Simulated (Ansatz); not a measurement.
Cost and result up the ladder for `CN(C)c1ccc(/C=C/c2ccc(/C=C/c3ccc(/C=C/C#N)cc3)cc2)cc1` (53 atoms). The state is a singlet with charge 0. Geometry: PBE-D4/def2-SVP.

Ansatz on 2 threads of AMD EPYC 7R13 on a shared host and a share (18 GiB) of an NVIDIA H100 80GB HBM3. Times are rough, and most runs start from the orbitals of an earlier one. PBE0-D4/def2-TZVP serves as the yardstick here, not as an exact answer. Differences are given only for rows in sets of like size (and for xTB, whose basis is part of the method), since another set adds its own error. Binding counts from free atoms at the same level (C triplet, N quartet, H doublet; other spins of the atoms weren't run), without zero-point energy or a counterpoise term.

Single mean-field runs in def2-SVP, def2-TZVP are fitted with def2-universal-jkfit.

```json
{"level": "PBE0-D4/def2-SVP", "functions": "526", "binding energy per atom (eV)": "5.21", "difference from PBE0-D4/def2-TZVP (eV)": "–"}
{"level": "PBE-D4/def2-TZVP (with forces)", "functions": "1043", "binding energy per atom (eV)": "5.25", "difference from PBE0-D4/def2-TZVP (eV)": "0.12"}
{"level": "PBE-D4/def2-SVP", "functions": "526", "binding energy per atom (eV)": "5.33", "difference from PBE0-D4/def2-TZVP (eV)": "–"}
{"level": "r2SCAN-D4/def2-TZVP (with forces)", "functions": "1043", "binding energy per atom (eV)": "5.08", "difference from PBE0-D4/def2-TZVP (eV)": "-0.05"}
{"level": "PBE0-D4/def2-TZVP", "functions": "1043", "binding energy per atom (eV)": "5.13", "difference from PBE0-D4/def2-TZVP (eV)": "0.00"}
```

Problem. Estimate how long each takes.

Solution. PBE0-D4/def2-SVP 4.6 s; PBE-D4/def2-SVP 4.8 s; PBE-D4/def2-TZVP (with forces) 9.5 s; PBE0-D4/def2-TZVP 10 s; r2SCAN-D4/def2-TZVP (with forces) 11 s. On shared hardware such times vary by a factor of up to 3.
